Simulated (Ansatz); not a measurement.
Spin states of IrO2 (SMILES [O]=[Ir]=[O]), each relaxed at B3LYP-D3(BJ)/def2-TZVP; lowest solutions found, singlets restricted, no spin–orbit coupling, no relativity up to Kr.
Multiplicity 2 (charge 0, multiplicity 2):
```xyz
3

Ir     0.032    -0.021     0.021
O      1.259     0.236    -1.124
O     -1.324    -0.168     1.033
```
Multiplicity 4 (charge 0, multiplicity 4):
```xyz
3

Ir     0.343    -0.288     0.344
O      0.943     0.345    -1.151
O     -1.319    -0.009     0.737
```

The values were computed with Ansatz (a first-principles code) with Gaussian orbitals. Each number belongs to the level named beside it. In def2 rows elements past Kr take small-core potentials, without spin–orbit coupling.

The energy of multiplicity 4 less that of multiplicity 2 (kcal/mol) and the share of exact exchange:

```
functional          exact exchange (%)  value
------------------  ------------------  -----
PBE/def2-TZVPP                       0  23.71
PBE0/def2-TZVPP                     25  21.49
BLYP/def2-TZVPP                      0  24.29
B3LYP/def2-TZVPP                    20  23.33
BHLYP/def2-TZVPP                    50  19.59
r2SCAN/def2-TZVPP                    0  16.54
r2SCANh/def2-TZVPP                  10  15.98
```

Problem. Take the value as linear in the share of exact exchange along PBE and PBE0. Give the slope, say whether the sign turns, and set the other functionals against that line.

Solution. 
Slope: (21.49 − (23.71))/2.5 = -0.89 kcal/mol for each 10 %. The line keeps its sign from 0 to 100 %. At 50 % it gives 19.3 kcal/mol. The LYP pair gives (19.59 − (24.29))/5 = -0.94 for each 10 %. BHLYP, at 50 %, lies 0.3 from the PBE line. B3LYP, at 20 %, lies 1.4 from the PBE line. r2SCAN, with none, stands -7.2 from PBE. The r2SCAN pair gives -0.56 for 10 %.
